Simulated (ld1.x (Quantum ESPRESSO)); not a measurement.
Reading a pseudo-wave (carbon (C))

Columns: radius, all-electron u(r) and pseudo u(r) of the 2s shell (level -16.34 eV) of carbon in the configuration [He] 2s2 2p1.75; LDA (PZ), scalar-relativistic, PAW scheme, ld1.x (Quantum ESPRESSO) 7.5.

| r (bohr) | all-electron | pseudo |
| --- | --- | --- |
| 0.155 | 0.3545 | -0.1745 |
| 0.310 | 0.1394 | -0.3399 |
| 0.465 | -0.1752 | -0.4882 |
| 0.620 | -0.4459 | -0.6129 |
| 0.775 | -0.6386 | -0.7102 |
| 0.930 | -0.7561 | -0.7779 |
| 1.085 | -0.8124 | -0.8156 |
| 1.240 | -0.8234 | -0.8234 |
| 1.395 | -0.8030 | -0.8030 |
| 1.550 | -0.7623 | -0.7623 |
| 1.705 | -0.7096 | -0.7096 |
| 1.860 | -0.6508 | -0.6508 |
| 2.015 | -0.5901 | -0.5901 |
| 2.170 | -0.5302 | -0.5302 |
| 2.325 | -0.4728 | -0.4728 |
| 2.480 | -0.4191 | -0.4191 |
| 2.635 | -0.3696 | -0.3696 |
| 2.790 | -0.3246 | -0.3246 |
| 2.945 | -0.2840 | -0.2840 |
| 3.100 | -0.2477 | -0.2477 |
| 3.255 | -0.2154 | -0.2154 |
| 3.410 | -0.1869 | -0.1869 |
| 3.565 | -0.1617 | -0.1617 |
| 3.720 | -0.1397 | -0.1397 |
| 3.875 | -0.1205 | -0.1205 |
| 4.030 | -0.1038 | -0.1038 |

(1) How many radial nodes do the two functions have?

(2) At about which radius was the pseudo-wave matched?

(3) Is the pseudo-wave norm-conserving?

Results:

(1) The all-electron 2s function has n − l − 1 = 1; the pseudo-wave has 0, since the states of the same l below it are removed with the core.

(2) 1.25 bohr, where the columns begin to agree (steps of 0.15 bohr).

(3) No, it belongs to a PAW set: the norm inside the radius is not constrained, and the difference is carried by the augmentation charge.
